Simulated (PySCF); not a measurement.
**The potential of point charges around `C[Si@H](C[SiH3])[Si@@H](C)N`**

Species: `N[Si@H](C)[Si@@H](C[SiH3])C`. Coordinates (GFN2-xTB, Å) and charges (e) from the PBE0/pcSseg-1 density (PySCF):

```csv
atom,x,y,z,Mulliken,IAO,Hirshfeld,ESP-fitted
C1,-0.353,-2.206,-0.185,-0.5980,-0.6991,-0.2125,-0.5161
Si2,-0.305,-0.668,0.939,+0.4180,+0.5998,+0.2751,+0.4199
C3,-2.056,0.110,0.918,-0.8331,-0.8093,-0.2473,-0.5176
Si4,-2.643,0.849,-0.724,+0.4623,+0.5951,+0.3079,+0.4453
Si5,1.330,0.852,0.323,+0.6523,+0.7592,+0.3035,+0.6687
C6,3.092,0.269,0.739,-0.6281,-0.7125,-0.2168,-0.6435
N7,1.311,0.954,-1.404,-0.6382,-0.8426,-0.3196,-1.0320
H8,-0.464,-1.924,-1.228,+0.1419,+0.1545,+0.0362,+0.1188
H9,0.566,-2.779,-0.100,+0.1385,+0.1552,+0.0408,+0.1256
H10,-1.176,-2.869,0.066,+0.1376,+0.1527,+0.0415,+0.1385
H11,-0.112,-1.176,2.320,-0.0514,-0.1183,-0.0892,-0.1528
H12,-2.092,0.892,1.677,+0.1730,+0.1619,+0.0403,+0.1111
H13,-2.776,-0.645,1.235,+0.1703,+0.1605,+0.0418,+0.1594
H14,-4.040,1.286,-0.623,-0.0740,-0.1145,-0.0795,-0.1184
H15,-2.547,-0.131,-1.810,-0.0783,-0.1243,-0.0784,-0.1066
H16,-1.813,2.014,-1.062,-0.0858,-0.1295,-0.0789,-0.1245
H17,1.178,2.174,0.984,-0.1016,-0.1628,-0.1036,-0.1919
H18,3.224,0.166,1.811,+0.1348,+0.1542,+0.0390,+0.1264
H19,3.304,-0.694,0.287,+0.1357,+0.1537,+0.0392,+0.1615
H20,3.842,0.970,0.385,+0.1340,+0.1519,+0.0413,+0.1766
H21,0.445,1.165,-1.871,+0.1999,+0.2556,+0.1024,+0.3533
H22,2.074,1.411,-1.880,+0.1903,+0.2586,+0.1158,+0.3984
```

Points outside the species (Å): A (1.9, 2.7, 5.1); B (0.3, 6.0, -0.8); C (-7.7, -1.5, 6.2); D (0.3, 4.6, -4.4).

Find the potential V = 14.3996 V·Å × Σ q/r of each set of charges at these points.

In volts:

| point | nearest atom | distance (Å) | Mulliken | IAO | Hirshfeld | ESP-fitted |
| --- | --- | --- | --- | --- | --- | --- |
| A | H17 | 4.21 | +0.120 | +0.118 | +0.005 | -0.033 |
| B | H17 | 4.31 | +0.084 | +0.042 | +0.003 | -0.029 |
| C | H13 | 7.04 | -0.031 | -0.004 | -0.005 | +0.003 |
| D | H21 | 4.27 | +0.081 | +0.054 | +0.043 | +0.090 |

How far are the other sets from the ESP-fitted one at these points?

Root-mean-square difference: Hirshfeld 0.034 V, IAO 0.085 V, Mulliken 0.097 V. The ESP scheme fits charges at the nuclei, held to the total charge, to the electrostatic potential on points at 1.4 to 2.0 times the van der Waals radii.

What energy would a point charge of +3 e have at D in the field of the ESP charges, leaving out polarisation?

+0.269 eV = +25.9 kJ/mol, a repulsion.

The structure is a single GFN2-xTB conformer in the gas phase; no vibrational or solvent corrections.

The values belong to the conformer `[CH3:1][Si@H:2]([CH2:3][SiH3:4])[Si@@H:5]([CH3:6])[NH2:7]`: C1–Si2–C3–Si4 -67°, C1–Si2–Si5–C6 -73°, H–N7–Si5–Si2 54°, H–N7–Si5–Si2 -167°.
